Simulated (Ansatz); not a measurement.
Reaction (atomization): `N=C[Si](N)(O)F` → C• + F• + 5 H• + 2 N• + O• + Si•

Computed with Ansatz on PBE0-D4/def2-TZVP structures; ΔE is electronic, products minus reactants. CBS: MP2 limit from def2 TZ/QZ plus the TZ coupled-cluster correction, frozen cores. This one scheme is used for every species, atoms too. For atomizations the MP2-based limit and the directly extrapolated one differ by several kJ/mol either way, and by 10 to 25 for some Ge, Se and Sn compounds, so smaller differences from it don't rank the levels. Functionals use def2-TZVPP. Open shells (•) are unrestricted, without spin–orbit coupling. Spin–orbit coupling would lower the free atoms: a little for C, F, O, Si. One conformer a species, not always the lowest.

CCSD(T)/CBS gives +4418.7 kJ/mol.

Task: Another level gave +4380.1 kJ/mol. Which?
A. PBE-D4/def2-TZVPP
B. r2SCANh-D4/def2-TZVPP
C. SCS-MP2/def2-TZVPP
D. revPBE-D4/def2-TZVPP

Result: D. revPBE-D4 4380.1, SCS-MP2/def2-TZVPP 4357.3, PBE-D4 4512.4, r2SCANh-D4 4349.6 kJ/mol.

Largest T1 diagnostic among the species: 0.012.

At CCSD(T), def2-SVP lies −377.1 kJ/mol from the extrapolated value and def2-TZVPP −151.5 kJ/mol: correlation converges slowly with the basis, and small sets miss more of it in the bonded molecule than in its fragments. The D4 term adds +38.4 kJ/mol with B3LYP and +20.1 kJ/mol with PBE0; it sums over pairs of atoms, weighted by their polarisabilities, and B3LYP, whose exchange is more repulsive, gets the larger term. From PBE to PBE0 (25 % exact exchange), in def2-TZVPP and without D4, ΔE moves by −123.9 kJ/mol: exact exchange takes away binding that semilocal exchange gives to molecules.

B3LYP here is the variant with VWN-RPA as its local correlation; programs differ in this.
